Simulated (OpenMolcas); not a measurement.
# Nb III: the spin-orbit constant, worked from levels

* Program: OpenMolcas
* Basis: ANO-RCC-VTZP [7s6p4d2f1g]
* Scalar Hamiltonian: DKH2, point nucleus
* Active space: 3 electrons in 5 orbitals (4d)
* State averaging: 2S+1 = 4 even, 10 roots; 2S+1 = 2 even, 40 roots kept (CI in the orbitals of an earlier block)
* Spin-orbit coupling: RASSI with atomic mean-field integrals over the reference wave functions, term energies averaged over their components

Methods: CASSCF; MS-CASPT2, IPEA 0.25 Eh, imaginary shift 0.1 Eh (closed shells correlated: 4s 4p). Measured levels: the list in Shadmi, J. Res. Natl. Bur. Stand. 70A, 435 (1966).

**The spin-orbit constant.** For the Hund term 4F of d3, E(J) = (A/2) J(J+1) + constant and ζ = 2S·A = 3A. From J = 3/2 to J = 9/2 the energy changes by 10.5 A.

```csv
Source,E(9/2) - E(3/2),A,ζ
CASSCF,1946.2,185.4,556
MS-CASPT2,1951.3,185.8,558
measured,1939.0,184.7,554
```

All in cm-1. MS-CASPT2 is off by +0.6 % and CASSCF by +0.4 %. Both methods take the spin-orbit matrix elements from the reference wave functions, so the second can move ζ only through the term energies and any multistate remixing. Second-order mixing with other terms is absorbed into this ζ.

CASPT2 breaks the degeneracy within a term, and the mean is taken; among the terms shown or strongly mixed into the levels shown the widest spread is 670 cm-1 (4d3 4F, MS-CASPT2). Levels of configurations with an s electron are missing; early in the row they begin among the upper levels of the d shell and mix with terms of their name. Without dynamic correlation excited terms often stand tens of per cent too high (terms of higher spin than the ground term too low), and those without a measured partner can miss by more than the paired ones (holds for CASSCF). Measured partners are found by configuration, term and J. A level has none where our copy of the source lacks it or the pairing is in doubt (some pairs that miss far off the trend of their configuration count as doubtful), and it then counts in no deviation. Only configurations of the active space appear.
